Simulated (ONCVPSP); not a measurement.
## lithium: one change to an ONCV potential, before and after

| Property | Result |
| --- | --- |
| Element | Li |
| Generator | ONCVPSP 4.0.1 |
| Type | optimised norm-conserving Vanderbilt (ONCV) |
| Functional | BLYP |
| Relativity | scalar-relativistic |
| Frozen core | [He] |
| Valence charge | 1 |
| Reference configuration | 2s0.75 (charge +0.25) |
| Partial waves | 2s: rc 2.10 bohr, ncon 5, nbas 10, qcut 2.6 1/bohr, 3 projectors, debl 1.9 Ha; p scattering state at 0.17 Ha: rc 1.85 bohr, ncon 4, nbas 8, qcut 4.7 1/bohr, 2 projectors, debl 2 Ha; d scattering state at 0.41 Ha: rc 2.30 bohr, ncon 4, nbas 9, qcut 3.9 1/bohr, 2 projectors, debl 0.5 Ha |
| Local potential | polynomial inside 1.20 bohr (lpopt 2, dvloc0 2 Ha) |
| Core correction | none |

All-electron outer shells of the reference configuration (BLYP, scalar-relativistic, ld1.x):

| shell | level (eV) | outermost node (bohr) | outermost maximum (bohr) |
| --- | --- | --- | --- |
| 1s | -53.93 | – | 0.36 |
| 2s | -4.01 | 0.83 | 2.93 |

Change: s: rc 3.04.

Cutoffs: the cutoffs (Ha) at which the residual kinetic energy of the hardest occupied pseudo-wave falls to 1 and 0.1 mHa per electron; they do not see the model core or the augmentation charge, which bear on the density cutoff. Errors are all-electron minus pseudo energies relative to the spin-unpolarised reference configuration.

What does the change do?

The potential gets softer (2.5 Ha and 4.1 Ha → 2.0 Ha and 3.2 Ha); the bound ghost in s disappears. A larger radius leaves more room for a smooth pseudo-wave, so fewer plane waves are needed.

```tsv
quantity	base	changed
cutoff, loose	2.5 Ha	2.0 Ha
cutoff, tight	4.1 Ha	3.2 Ha
bound ghosts	s	none
GHOST(+) flags under 300 eV	none	none
tests with a reliable result	2 of 3	2 of 3
error for 2s1, meV [ΔE -0.84 eV]	+1.5	+1.5
error for 2s0.5, meV [ΔE 1.17 eV]	+3.8	+3.8
p: phases at 1.88 bohr within 0.05 rad from the reference energy up to (Ha; the scan ends near 5)	to the end of the scan	to the end of the scan
d: phases at 2.33 bohr within 0.05 rad from the reference energy up to (Ha; the scan ends near 5)	3.8	3.8
```

Base: The cutoffs count occupied waves only; projector 3 of the s channel, the hardest unoccupied one, needs 95 Ha at the loose tolerance. Changed file: The cutoffs count occupied waves only; projector 2 of the s channel, the hardest unoccupied one, needs 18 Ha at the loose tolerance. A true bound ghost makes a file unfit for plane-wave use even where its test errors are small: the radial tests pick states by their node count and pass the ghost by.
